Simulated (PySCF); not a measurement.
**EPR parameters of C2H5OSSi**

Compound: C2H5OSSi (doublet state).
Numbering: `[CH3:1][C:2](=[O:3])[S:4][SiH2:5]` (hydrogens: H6, H7, H8 on C1; H9, H10 on Si5)

Structure used (GFN2-xTB), in Å, numbered top down from 1:
```xyz
10
C2H5OSSi angstrom
C     -1.8233    0.1717   -0.3210
C     -0.4095   -0.0021    0.1137
O     -0.0051    0.1401    1.2615
S      0.7767   -0.4148   -1.0770
Si     2.2054   -0.4168    0.6023
H     -2.4304    0.5227    0.5102
H     -1.8718    0.8797   -1.1462
H     -2.2086   -0.7819   -0.6806
H      2.4043    0.9585    1.0140
H      3.3711   -1.0526   -0.0051
```

The hyperfine couplings belong to this conformer and change with its torsions.

The calculation used UKS B3LYP, pcH-1 on C H O S Si, non-relativistic, mean-field spin-orbit, GIAO in PySCF 2.14.0. Geometry: GFN2-xTB, one conformer, isolated molecule. The geometry wasn't refined by DFT: couplings that depend on bond lengths, twists or pyramidal angles can differ widely from those at the functional's own minimum, by a factor of two or more for some ions and for spin on atoms past the first row. The SCF solution wasn't tested for stability.

- g1, g2, g3: 2.00235, 2.00384, 2.00484
- g_iso: 2.00368
- Form of g: rhombic: the two nearest values differ by 40 % of g3 − g1
- ⟨S²⟩: 0.7518 (exact 0.7500)
- α and β electrons: 28, 27
- Basis functions: 195

Isotropic coupling and dipolar principal values T1 to T3, in G (MHz turned into gauss with g_iso; 10 G = 1 mT):

```tsv
atom	isotope	a_iso	of which spin–orbit	T1	T2	T3	Mulliken spin population
C1	13C	0.5	0.0	-0.1	-0.1	0.2	0.00
C2	13C	2.8	0.0	-1.9	-0.9	2.8	0.03
O3	17O	-13.8	0.0	-6.1	2.7	3.4	0.03
S4	33S	0.2	0.0	-2.0	-1.2	3.2	0.02
Si5	29Si	-264.6	0.4	-55.5	26.8	28.7	0.86
H6	1H	0.3	0.0	-0.4	-0.3	0.7	0.00
H7	1H	0.2	0.0	-0.4	-0.3	0.7	0.00
H8	1H	3.2	0.0	-0.3	-0.3	0.7	0.00
H9	1H	14.8	0.0	-2.8	-0.2	3.0	0.01
H10	1H	39.4	0.0	-3.2	0.4	2.8	0.06
```

The largest Mulliken spin population is on Si5 (+0.86). The angles at Si5 add up to 324.3°, so it is pyramidal.

Under fast tumbling the dipolar parts average out, and these isotropic splittings remain: 2 × 1H (H9/H10, I = 1/2, 3 lines) with 2.71 mT and 3 × 1H (H6/H7/H8, I = 1/2, 4 lines) with 0.12 mT.

Class means assume fast exchange of nuclei equivalent by connectivity; if that motion is slow, each nucleus keeps its own coupling. The three 1H nuclei of mean +3.4 MHz run from 0.5 to 9.0 MHz in the frozen geometry. The 1H value of +76.0 MHz is a mean of couplings from 41.4 to 110.6 MHz in this one geometry, not an average over conformers.

The 17O coupling of O3 (-38.8 MHz) shows only in satellite lines or after enrichment, since that isotope makes up about 0.038 % of natural oxygen.

The 29Si coupling of Si5 (-742.1 MHz) shows only in satellite lines or after enrichment, since that isotope makes up about 4.7 % of natural silicon.
